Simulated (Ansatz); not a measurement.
**How basis sets differ on Si2H4OF2 (SMILES O[SiH](F)[SiH2]F)**

Si2H4OF2: 9 atoms, total charge 0, spin state singlet. As SMILES, `O[SiH](F)[SiH2]F`. The shape is that of a PBE0-D4/def2-TZVP optimisation. This is one conformer, not always the lowest.

Quantity: the HOMO–LUMO gap, in eV. The values are calculated.

```csv
level,kind,program,value (eV),CPU time
PBE/cc-pVDZ,GGA,Ansatz,5.14,5.4 s
PBE/def2-SVP,GGA,Ansatz,5.20,7.7 s
PBE/cc-pVTZ,GGA,Ansatz,5.03,12 s
PBE/pcseg-2,GGA,Ansatz,4.99,12 s
PBE/aug-cc-pVTZ,GGA,Ansatz,4.91,31 s
```

The values span 4.91 to 5.20 eV. Orbital gaps aren't excitation energies. CPU times are rough (shared hosts, several kinds of processor): they show what a rung costs within a factor of a few.
